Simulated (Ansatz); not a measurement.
Species: sum formula H₄Si₂OF (charge 0, doublet). It need not be the lowest isomer of its formula. 
Coordinates optimised at B3LYP-D3(BJ)/def2-TZVP (Ansatz, a quantum-chemistry and plane-wave program):
```
O
Si 1 1.6254
F 2 1.6094 1 108.95
Si 1 1.6484 2 150.26 3 52.26
H 4 1.4771 1 107.87 2 158.51
H 4 1.4782 5 110.06 1 -119.44
H 4 1.4801 5 109.91 6 -120.94
H 2 1.4914 3 106.75 1 -116.15
```
Charge 0, spin multiplicity 2.

Computed values are from Ansatz. Valence correlation only, unless marked. Open shells are spin-unrestricted. No spin-orbit coupling. No relativistic terms. CBS marks a two-point X^-3 extrapolation of the correlation energy; Hartree-Fock from the larger set.

The atomisation energy De is 665.2 kcal/mol at CCSD(T)/CBS(aug-cc-pV(T+d)Z,aug-cc-pV(Q+d)Z) and the total energy is -755.6085 Eh at CCSD(T)/CBS(aug-cc-pV(T+d)Z,aug-cc-pV(Q+d)Z). The dipole moment comes out as 1.20 D at CCSD(T)/aug-cc-pV(D+d)Z and the T1 diagnostic comes out as 0.014 at CCSD/aug-cc-pV(Q+d)Z.
